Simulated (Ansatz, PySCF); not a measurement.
Te(OMe)(SeH) (CH4OSeTe), SMILES [Te](OC)[SeH].

Geometry: PBE0-D3(BJ)/def2-SVP. The structure was generated by enumeration, and PubChem lists no compound with its InChIKey, so it may never have been made. The def2 effective core potentials stand for the cores of Te; spin–orbit coupling is left out. The values are those of a single conformer.

Vertical ionisation energy (IE) and electron affinity (EA) in eV. Rows of orbital energies are one-electron estimates. Where ΔSCF, EOM or ADC give a negative EA the extra electron is unbound and the value depends on the basis.

```tsv
level	IE	EA
−ε(HOMO), −ε(LUMO), CAM-B3LYP/def2-TZVP (PySCF)	7.72	0.77
−ε(HOMO), −ε(LUMO), PBE/def2-TZVP (PySCF)	5.32	2.51
ΔSCF, PBE0/def2-SVPD (Ansatz), final states of multiplicity 2 and 2	8.46	0.33
ΔSCF, PBE/def2-SVPD (Ansatz), final states of multiplicity 2 and 2	8.25	0.35
```

Question: What vertical singlet–triplet gap does ΔSCF give with PBE0/def2-SVPD (Ansatz, an electronic-structure program) and with PBE/def2-SVPD (Ansatz)? (The exact figures need the calculation; the answer reports its results.)

Answer: 2.62 and 2.56 eV (triplet above singlet where positive).
